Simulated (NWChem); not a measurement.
Species: C4H7B; SMILES C=CBC=C

```xyz
12

B     -0.7721     0.0378     0.0421
H     -1.9050     0.4740     0.0873
C     -0.5571    -1.5019     0.0154
C      0.6534    -2.0862    -0.0316
H     -1.4295    -2.1675     0.0363
H      0.7839    -3.1744    -0.0496
H      1.5763    -1.4959    -0.0543
C      0.3789     1.0746     0.0151
C      0.1217     2.3949     0.0378
H      1.4340     0.7723    -0.0225
H      0.9108     3.1559     0.0199
H     -0.9091     2.7648     0.0756
```
Atoms are numbered in this order, from 1.

Program: NWChem. Coordinates come from a PBE0/def2-SVP optimisation. GIAO values for the isolated, static molecule; σ is the absolute isotropic shielding, δ = σ(reference) − σ with the isolated reference molecule computed at the same levels (11B: boron trifluoride, 13C: tetramethylsilane, 1H: tetramethylsilane).

For level PBE0/pcSseg-1:

| Quantity | Result |
|---|---|
| δ H5 (ppm) | 7.23 |
| δ H6 (ppm) | 6.73 |
| δ H10 (ppm) | 7.32 |
| δ H11 (ppm) | 7.01 |

Task: How do the values read with level BHandHLYP/pcSseg-1 instead?

Result: 
- δ H5 (ppm) = 6.97
- δ H6 (ppm) = 6.59
- δ H10 (ppm) = 7.10
- δ H11 (ppm) = 6.84
